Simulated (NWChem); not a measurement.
CH3ClOSi; SMILES O=C[SiH2]Cl

```xyz
7

O      0.1880    -2.6028     0.0000
C      0.6160    -1.4633     0.0000
Si    -0.6659    -0.0036     0.0000
Cl     0.3187     1.8327     0.0000
H      1.7324    -1.2487     0.0000
H     -1.5137    -0.1271    -1.2310
H     -1.5137    -0.1271     1.2310
```
Atoms are numbered in this order, from 1.

All runs: NWChem. All runs use the structure optimised with PBE-D3(BJ)/def2-SVP. Vertical excitations in the gas phase; the lowest state need not have the same character in each row.

For level B3LYP/aug-cc-pVDZ, full TDDFT:

| Property | Result |
|---|---|
| lowest excitation, singlet (eV) | 3.18 |
| orbital gap (eV) | 4.88 |

Task: How do the values read with level PBE/aug-cc-pVDZ, full TDDFT instead?

Result: The lowest excitation, singlet (eV) is 3.06 and the orbital gap (eV) is 2.78.
